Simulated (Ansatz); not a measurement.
The same path of CH8AsNSi (12 atoms, charge 0, multiplicity 1) was run twice with different band settings. The coordinate that changes most is the dihedral As4–N2–Si3–H10.

These are results of RKS PBE-D4/def2-SVP in Ansatz 0.2.0, not measurements.

Relaxed end points:

```xyz
12
Properties=species:S:1:pos:R:3
C -0.830 1.273 -0.559
N -0.380 0.001 0.004
Si 1.043 -0.057 1.032
As -0.955 -1.524 -0.935
H -1.894 1.209 -0.876
H -0.765 2.073 0.210
H -0.242 1.618 -1.444
H 0.971 -1.298 1.878
H 1.037 1.175 1.900
H 2.355 -0.091 0.278
H 0.372 -1.916 -1.657
H -0.636 -2.517 0.203
```

```xyz
12
Properties=species:S:1:pos:R:3
C -1.232 1.044 -0.117
N -0.358 -0.125 -0.028
Si 1.044 -0.105 1.028
As -0.433 -1.280 -1.511
H -2.225 0.762 -0.528
H -1.405 1.465 0.897
H -0.832 1.869 -0.754
H 0.665 0.638 2.284
H 2.262 0.572 0.436
H 1.423 -1.524 1.348
H 0.908 -0.907 -2.215
H 0.261 -2.465 -0.806
```

Common settings: spring 5.0 eV/Å²; optimiser quadratic models (default); start path IDPP; force threshold 0.03 eV/Å; iteration limit 60; end points relaxed.

| run | movable images | climbing image |
| --- | --- | --- |
| 1 | 7 | yes |
| 2 | 1 | no |

(1) What does each run give, and how far can it be trusted?

Results:

(1) Run 1: converged after 28 iterations, highest image 0.045 eV above the first end. The profile has 2 maxima (images 2, 5) with wells between them (image 3): this band takes more than one step, which may be the mechanism or a detour left from its start path. A vibrational analysis at the climbing image gives one clearly imaginary mode, 118i cm⁻¹: a first-order saddle point.
Run 2: converged after 7 iterations, highest image 0.060 eV above the first end. No image climbed, so the highest image needn't sit at the top of the path. So few images can step over the top or miss a turn of the path.
